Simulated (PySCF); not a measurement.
C₇H₉F.
SMILES: `C=C/C=C(/C=C)CF`

The calculation used PySCF 2.14.0, density-fitted response routines, TDDFT PBE0/def2-SVPD, vertical, gas phase, core orbitals frozen in the response. Isolated species at its GFN2-xTB geometry (one conformer only). Torsions of this conformer, `[CH2:1]=[CH:2]/[CH:3]=[C:4](/[CH:5]=[CH2:6])[CH2:7][F:8]`: C1–C2–C3–C4 178°, C3–C4–C5–C6 -177°, C3–C4–C7–F8 114°.

Each state is given a Gaussian of 0.4 eV full width at half maximum, with ε(max) = 2.175×10⁸ f / Δν̃ (Δν̃ the width in cm⁻¹). The width is an assumption, not a result. The curve ends short of the highest state used, and states not computed would add to its high-energy end.

(E (eV), ε (L mol⁻¹ cm⁻¹)): (4.15, 118), (4.23, 562), (4.31, 2147), (4.40, 7441), (4.48, 17741), (4.56, 33886), (4.64, 51849), (4.72, 63551), (4.80, 62398), (4.88, 49079), (4.96, 30924), (5.04, 15608), (5.12, 6311), (5.20, 2044), (5.28, 533), (5.36, 123), (5.44, 73), (5.52, 188), (5.61, 561), (5.69, 1187), (5.77, 2016), (5.85, 2759), (5.93, 3077), (6.01, 2874)

Q: Locate the maxima and give the states behind the curve.

A: 261 nm (4.75 eV), ε about 65000, made up of S1 (100%); 209 nm (5.94 eV), ε about 3100, made up of S2 (96%) (ε in L mol⁻¹ cm⁻¹; maxima over ε = 5, shares over 10%). The states used: S1 4.75 eV (f 0.961); S2 5.92 eV (f 0.044); S3 6.27 eV (f 0.0015); S4 6.29 eV (f 0.015); S5 6.43 eV (f 0.0058); S6 6.61 eV (f 0.0021).

Q: What would ε be at 4.75 eV, the highest of these maxima, with half the width (0.2 eV)?

A: About 129000 L mol⁻¹ cm⁻¹ against 64800, a factor of about 2.00; a lone state at its own centre would give exactly 2.

Q: On this curve, what absorbance would a 10⁻³ mol/L sample give at 266 nm over a 1 cm path?

A: 266 nm is 4.661 eV, where ε is about 56000 L mol⁻¹ cm⁻¹, so A = ε c l ≈ 56 (Beer–Lambert, with the gas-phase spectrum and the assumed width).
